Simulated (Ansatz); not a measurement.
A nudged elastic band was laid between two geometries of H3IOSeSi (7 atoms, charge 0, multiplicity 1).

Computed with Ansatz, RKS BHLYP/def2-SVP.

```
movable images  : 9
climbing image  : yes
spring          : 5.0 eV/Å²
optimiser       : quadratic models (default)
start path      : through a guess of the saddle point
force threshold : 0.03 eV/Å
iteration limit : 60
end points      : relaxed
```

Image 0:

```xyz
7
Properties=species:S:1:pos:R:3
O -0.495 1.503 -0.710
Si -0.235 0.238 0.299
Se 1.893 -0.499 -0.045
I -1.843 -1.588 -0.091
H -0.421 1.376 -1.654
H -0.477 0.734 1.658
H 1.640 -1.832 0.497
```

Image 10:

```xyz
7
Properties=species:S:1:pos:R:3
O -0.518 1.311 -0.246
Si 0.062 0.148 1.423
Se 1.983 -0.566 0.243
I -1.670 -1.631 0.712
H 0.180 1.237 -0.907
H -1.337 1.004 -0.650
H 1.362 -1.571 -0.619
```

Which bonds break or form, and what moves?

Bonds broken: Si2–H6. Bonds formed: O1–H6.

Give the energies along the band, and the barrier.

The forces met the threshold. The highest image is number 5 of 0 to 10, 3.46 eV above the first end and 1.74 eV above the last; the last end lies 1.73 eV above the first. Neighbouring images differ by up to 2.6 eV, so the band resolves the path poorly. A vibrational analysis at the climbing image gives one clearly imaginary mode, 1754i cm⁻¹: a first-order saddle point. The orbitals stay closed-shell, which can raise the energy where a bond breaks towards radicals; this wasn't checked here.

| image | path coordinate (Å) | energy (eV) | Si2–H6 (Å) | O1–H6 (Å) |
| --- | --- | --- | --- | --- |
| 0 | 0.00 | 0.00 | 1.47 | 2.49 |
| 1 | 0.74 | 0.01 | 1.47 | 2.48 |
| 2 | 1.47 | 0.01 | 1.47 | 2.50 |
| 3 | 2.21 | 0.02 | 1.47 | 2.59 |
| 4 | 2.94 | 0.87 | 1.47 | 2.09 |
| 5 | 3.67 | 3.46 | 1.61 | 1.30 |
| 6 | 4.31 | 2.06 | 2.21 | 0.97 |
| 7 | 4.94 | 1.81 | 2.66 | 0.96 |
| 8 | 5.57 | 1.78 | 2.67 | 0.96 |
| 9 | 6.21 | 1.75 | 2.67 | 0.96 |
| 10 | 6.84 | 1.73 | 2.64 | 0.96 |

What is the geometry of the highest image?


```xyz
7
Properties=species:S:1:pos:R:3
O -0.247 1.363 -0.561
Si -0.127 0.051 0.742
Se 1.979 -0.832 0.728
I -1.695 -1.680 -0.123
H -0.942 1.311 -1.226
H -0.616 1.584 0.667
H 1.709 -1.865 -0.271
```

The run took 7.6 min on 2 threads of Intel(R) Xeon(R) 6975P-C (Granite Rapids), with other jobs on the host, peak memory 0.32 GiB.
